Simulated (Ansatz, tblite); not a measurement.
Cost and result up the ladder for Zr2(Cl)8 (Zr₂Cl₈) (10 atoms). The state is a singlet with charge 0. Geometry: r2SCAN-D4/def2-SVP.

```xyz
10

Zr    1.339   -1.038    0.338
Cl    3.339   -1.235   -0.815
Cl    1.962   -0.208    2.434
Cl    0.788   -3.237    0.862
Cl   -0.317   -0.972   -1.631
Zr   -1.446    1.139   -0.490
Cl   -1.534   -0.279    1.412
Cl   -3.065    0.977   -2.170
Cl   -2.043    3.215    0.389
Cl    0.974    1.638   -0.331
```

Ansatz on 2 threads of AMD EPYC 7R13 on a shared host and a share (18 GiB) of an NVIDIA H100 80GB HBM3; xTB runs through tblite on one thread. Times are rough, summed over both states, and most runs start from the orbitals of an earlier one. PBE0-D4/def2-TZVP serves as the yardstick here, not as an exact answer. The other state is a doublet.

In the def2 sets Zr takes a core potential; there is no spin–orbit coupling. The xTB rows come from tblite. B3LYP takes the VWN-RPA correlation. HOMO above LUMO, or a gap near zero within one spin, warns that the state may not be the lowest or that an electron is smeared out.

Raw xTB energies of ions are shifted by several eV.

```csv
level,functions,wall time,vertical IE (eV),difference from PBE0-D4/def2-TZVP (eV),remarks
GFN2-xTB,90,0.13 s,14.25,3.35,–
GFN1-xTB,90,0.14 s,15.40,4.49,–
PBE-D4/def2-TZVP,376,24 s,10.10,-0.81,gap within one spin near zero (+1 doublet)
PBE0-D4/def2-TZVP (with forces),376,35 s,10.91,0.00,–
B3LYP-D4/def2-TZVP,376,42 s,10.74,-0.16,–
```
